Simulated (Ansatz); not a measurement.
`CCB(N)Cl` + H₂ → `NBCl` + `CC` at 400 K and 1 bar (hydrogenolysis of a B–C bond).

Program: Ansatz. Geometries: PBE0-D4/def2-TZVP. ΔE: electronic, gas phase. CCSD(T)/CBS adds triple-zeta CCSD(T) − MP2 to the extrapolated MP2 energy (def2 sets, frozen cores). This one scheme is used for every species. Each species was taken in one conformer, which may not be the lowest.

| species | CCSD(T)/CBS energy (Eh) | H − E (kJ/mol) | S (J/(mol·K)) |
| --- | --- | --- | --- |
| `CCB(N)Cl` | -619.70335 | 290.9 | 372.6 |
| H₂ | -1.17544 | 38.0 | 139.0 |
| `NBCl` | -541.16722 | 127.6 | 286.9 |
| `CC` | -79.71954 | 213.5 | 244.3 |

H − E and S are ideal-gas, rigid-rotor, harmonic terms from PBE0-D4/def2-TZVP, for one conformer and one mirror image of each species. For small species the MP2-based limit differs from directly extrapolated CCSD(T) by up to some mEh (0.8 for H₂); such offsets cancel only in part. 1 Eh = 2625.50 kJ/mol, R = 8.31446 J/(mol·K).

**Question.** By hand: ΔE, ΔH, ΔS and ΔG.

**Answer.** ΔE = (-541.16722) + (-79.71954) − (-619.70335) − (-1.17544) = -0.00797 Eh = -20.9 kJ/mol. Δ(H − E) = 127.6 + 213.5 − 290.9 − 38.0 = 12.2, so ΔH = -8.7 kJ/mol. ΔS = 286.9 + 244.3 − 372.6 − 139.0 = 19.6 J/(mol·K). ΔG = -8.7 − 400 × (19.6)/1000 = -16.5 kJ/mol.

**Question.** By hand: the equilibrium constant, and the temperature at which ΔG would vanish if ΔH and ΔS stayed fixed.

**Answer.** log₁₀ K = −ΔG/(RT ln 10) = 2.2. ΔH and −TΔS have one sign here, so there is no such temperature.

TΔS isn't small against ΔH here. A doubt of 5 kJ/mol in ΔE shifts log₁₀ K by 0.7 here. Other conformers and mirror images would add mixing entropy, several J/(mol·K) or more a flexible species. Modes under 60 cm⁻¹, often nearly free rotors, make the harmonic entropy too high. These are equilibria of isolated gas molecules and say nothing of rates. Largest T1 diagnostic: 0.011 (customary marks: 0.02 for closed shells, 0.045 for open ones).
